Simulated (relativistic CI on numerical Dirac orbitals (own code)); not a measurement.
## Ru⁵⁺: 3p photoemission

Computed with this model: Dirac-Coulomb-Breit CI, KLI orbitals optimised for each configuration, model QED (radiative potential, 1s self-energy scaled to tabulated hydrogen-like ionisation energies), multiplet model of photoemission in the sudden approximation, unscaled Slater integrals; configurations [Kr] 4d3 → [Ne] 3s2 3p5 3d10 4s2 4p6 4d3; 300 K; Lorentzian 2.8 eV and Gaussian 0.6 eV FWHM. Energies are those of the free ion, without screening or charge transfer. The energies are binding energies and can lie tens of eV above those of solids. S is read from ⟨S²⟩ = S(S + 1).

free ion: ground-state S = 1.49, centroid 556.32 eV. Peaks (eV, height): 548.8 (100), 571.6 (54).

Strongest unbroadened transitions for free ion:

```tsv
Energy (eV)	Relative strength
548.22	91.8
548.25	38.8
548.36	70.6
548.62	24.1
548.97	24.6
548.99	94.3
549.33	38.4
549.77	2.2
550.83	4.2
550.92	0.8
550.97	1.1
551.00	1.8
551.43	2.8
571.25	100.0
571.69	73.1
571.81	24.4
573.49	0.8
574.52	0.7
```
